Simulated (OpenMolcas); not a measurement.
# 4d along the 37-electron sequence

```json
{
 "Program": "OpenMolcas",
 "Method": "CASSCF",
 "Basis": "ANO-R3",
 "Scalar Hamiltonian": "X2C, finite nucleus",
 "Spin-orbit coupling": "state interaction with AMFI integrals over the reference wave functions, term energies averaged over their components"
}
```

Active space for each ion: 1 electron in 5 orbitals (4d).

Computed levels in cm-1 above 2D 3/2:

```json
{"Level": "2D 5/2", "Zr3+": "1211", "Nb4+": "1782", "Mo5+": "2427", "Tc6+": "3143"}
{"Level": "weight of 2D in the lowest level (%)", "Zr3+": "100", "Nb4+": "100", "Mo5+": "100", "Tc6+": "100"}
```

Measured, with the error of the calculation in %. Measured levels: Zr3+ from the list in Rauch et al., Astron. Astrophys. 599, A142 (2017); Nb4+ from Moore, Atomic Energy Levels, vol. II, NSRDS-NBS 35 (1971 reprint of NBS Circular 467, 1952); Mo5+ from Sugar and Musgrove, J. Phys. Chem. Ref. Data 17, 155 (1988).

```
 Level         Zr3+         Nb4+         Mo5+
2D 5/2  1251 (-3.2)  1870 (-4.7)  2584 (-6.1)
```

The fine-structure level 2D 5/2 changes by a factor of 2.6 from Zr3+ to Tc6+. Its fourth root runs 5.90, 6.50, 7.02, 7.49, with steps per unit of Z of 0.60, 0.52, 0.47; equal steps would mean a (Z - σ)^4 law with constant σ.

With one active electron the reference holds no correlation, so core polarisation is missing. Measured partners are found by configuration, term and J. A level has none where our copy of the source lacks it or the pairing is in doubt (some pairs that miss far off the trend of their configuration count as doubtful), and it then counts in no deviation. Levels of configurations outside the active space are missing.
